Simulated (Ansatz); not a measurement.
Program: Ansatz. Geometries: PBE0-D4/def2-TZVP. ΔE: electronic, gas phase. CBS: MP2 limit from def2 TZ/QZ plus the TZ coupled-cluster correction, frozen cores. This one scheme is used for every species. DFT in def2-TZVPP. B3LYP here is the variant with VWN-RPA as its local correlation; programs differ in this. One conformer a species, not always the lowest.

Reaction (redistribution): `C[Si]SC` + `NB(Cl)O[SiH3]` → `CS[Si]Cl` + `CB(N)O[SiH3]`

`C[Si]SC`:

Cartesian coordinates in Å:
```
C 1.756 -0.867 1.159
Si 0.108 0.084 1.126
S -0.195 -0.025 -0.958
C -1.757 0.859 -1.203
H 2.114 -1.255 0.204
H 1.662 -1.698 1.867
H 2.521 -0.202 1.578
H -2.479 0.184 -1.662
H -1.586 1.706 -1.866
H -2.145 1.214 -0.247
```

`NB(Cl)O[SiH3]`:

Cartesian coordinates in Å:
```
N -1.376 -0.346 -0.965
B -0.109 0.200 -1.191
Cl 0.311 0.701 -2.846
O 0.828 0.374 -0.226
Si 0.984 0.106 1.385
H -1.688 -0.651 -0.060
H -2.046 -0.460 -1.703
H 1.255 1.396 2.060
H 2.107 -0.835 1.608
H -0.267 -0.485 1.939
```

`CS[Si]Cl`:

```xyz
7

C    -0.379   -0.301   -0.828
S     1.343    0.023   -0.379
Si    1.570    0.680    1.627
Cl   -0.393    0.704    2.364
H    -0.637    0.338   -1.671
H    -0.463   -1.346   -1.125
H    -1.041   -0.098    0.012
```

`CB(N)O[SiH3]`:

```xyz
13

C     0.778    0.079   -1.284
B     0.646    0.284    0.273
N     1.693    0.799    1.048
O    -0.520   -0.039    0.942
Si   -1.956   -0.652    0.446
H     0.011    0.651   -1.818
H     1.750    0.377   -1.682
H     0.618   -0.971   -1.553
H     1.610    0.929    2.042
H     2.581    1.065    0.664
H    -1.779   -1.992   -0.176
H    -2.823   -0.777    1.642
H    -2.609    0.246   -0.544
```

| level | ΔE (kcal/mol) | difference from CCSD(T)/CBS |
| --- | --- | --- |
| PBE-D4 | -11.9 | -0.8 |
| r2SCAN-D4 | -11.4 | -0.3 |
| B3LYP-D4 | -12.3 | -1.2 |
| ωB97X-V | -10.8 | 0.3 |
| ωB97M-V | -11.7 | -0.6 |
| B2PLYP | -11.5 | -0.4 |
| PBE | -11.7 | -0.6 |
| PBE0 | -10.9 | 0.2 |
| B3LYP | -11.9 | -0.8 |
| MP2/def2-TZVPP | -10.6 | 0.5 |
| CCSD/def2-TZVPP | -10.4 | 0.7 |
| CCSD(T)/def2-TZVPP | -10.6 | 0.5 |
| MP2/def2-QZVPP | -10.9 | 0.2 |
| SCS-MP2/def2-QZVPP | -10.8 | 0.3 |
| MP2/CBS(def2) | -11.2 | -0.1 |
| CCSD/CBS(def2) | -10.9 | 0.2 |
| CCSD(T)/CBS | -11.1 | 0 |

Largest T1 diagnostic among the species: 0.014.

From PBE to PBE0 (25 % exact exchange), in def2-TZVPP and without D4, ΔE moves by +0.8 kcal/mol. In def2-TZVPP, CCSD(T) changes the Hartree–Fock value by −0.8 kcal/mol (the triples alone add −0.2 kcal/mol) and MP2 by −0.8 kcal/mol.
